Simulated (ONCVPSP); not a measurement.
## iron: one change to an ONCV potential, before and after

```json
{
 "Element": "iron",
 "Generator": "ONCVPSP 4.0.1",
 "Type": "optimised norm-conserving Vanderbilt (ONCV)",
 "Functional": "PBE",
 "Relativity": "scalar-relativistic",
 "Frozen core": "[Ar]",
 "Valence charge": "8",
 "Reference configuration": "3d6 4s1 (charge +1)",
 "Partial waves": "4s: rc 2.30 bohr, ncon 4, nbas 7, qcut 3 1/bohr, 2 projectors, debl 2.9 Ha; p scattering state at 0.26 Ha: rc 2.10 bohr, ncon 4, nbas 7, qcut 3.3 1/bohr, 1 projector; 3d: rc 1.15 bohr, ncon 3, nbas 7, qcut 16.4 1/bohr, 2 projectors, debl 2.6 Ha",
 "Local potential": "polynomial inside 0.85 bohr (lpopt 5, dvloc0 6 Ha)",
 "Core correction": "polynomial model core, fcfact 0.4"
}
```

In the p channel the program set the typed energies aside and used 0.050 Ha.

All-electron outer shells of the reference configuration (PBE, scalar-relativistic, ld1.x):

```csv
shell,level (eV),outermost node (bohr),outermost maximum (bohr)
3p,-68.58,0.30,0.72
3d,-15.96,–,0.71
4s,-12.33,1.00,2.29
```

Change: s: rc 2.72.

Cutoffs: the cutoffs (Ha) at which the residual kinetic energy of the hardest occupied pseudo-wave falls to 1 and 0.1 mHa per electron; they do not see the model core or the augmentation charge, which bear on the density cutoff. Errors are all-electron minus pseudo energies relative to the spin-unpolarised reference configuration.

How do hardness, ghosts and transferability respond?

The potential gets neither clearly harder nor softer (83 Ha and 96 Ha → 83 Ha and 96 Ha); both files keep a bound ghost (s); of the 4 tests that both files solve, the error grows in 4 and shrinks in 0 by more than 15 % and 0.3 meV (median size 13.0 → 16.4 meV). More of the atom is replaced by a form fitted at one configuration, so other configurations suffer.

| quantity | base | changed |
| --- | --- | --- |
| cutoff, loose | 83 Ha | 83 Ha |
| cutoff, tight | 96 Ha | 96 Ha |
| loose cutoff by channel | s 4.5 Ha, d 83 Ha | s 3.8 Ha, d 83 Ha |
| bound ghosts | s | s |
| GHOST(+) flags under 300 eV | p at 1.6 eV | p at 1.6 eV |
| error for 3d6 4s2, meV [ΔE -8.73 eV] | -8.2 | -11 |
| error for 3d6 4s0, meV [ΔE 16.20 eV] | -18 | -22 |
| error for 3d5 4s0, meV [ΔE 50.43 eV] | -182 | -235 |
| error for 3d6 4s1.5, meV [ΔE -5.25 eV] | -2.2 | -2.9 |
| p: phases at 2.13 bohr within 0.05 rad from the reference energy up to (Ha; the scan ends near 5) | 4.5 | 4.5 |
| d: phases at 1.17 bohr within 0.05 rad from the reference energy up to (Ha; the scan ends near 5) | to the end of the scan | to the end of the scan |
| rms error of d²Exc/dni dnj with the model core, mHa | 5.25 | 5.25 |

 A true bound ghost makes a file unfit for plane-wave use even where its test errors are small: the radial tests pick states by their node count and pass the ghost by.
